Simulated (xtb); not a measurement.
Si(I)(Me) (CH3ISi), SMILES C[Si]I (connectivity only; charge and spin as stated), neutral, multiplicity 1. All values are semi-empirical tight-binding results from xtb (GFN2-xTB unless named), good for trends rather than for accurate numbers. The structure is a stationary point at GFN2-xTB.

```yaml
point_group_as_xtb_finds_it: Cs
orbital_gap: 2.40 eV
zero_point_energy: 23.1 kcal/mol
G − E(el) at 298.15 K (modified RRHO): 4.4 kcal/mol
static polarisability (D4 model): 77.9 bohr³
solvation energy, GFN2-xTB/ALPB(water): -1.4 kcal/mol
solvation energy, GFN2-xTB/ALPB(acetone): -4.8 kcal/mol
```
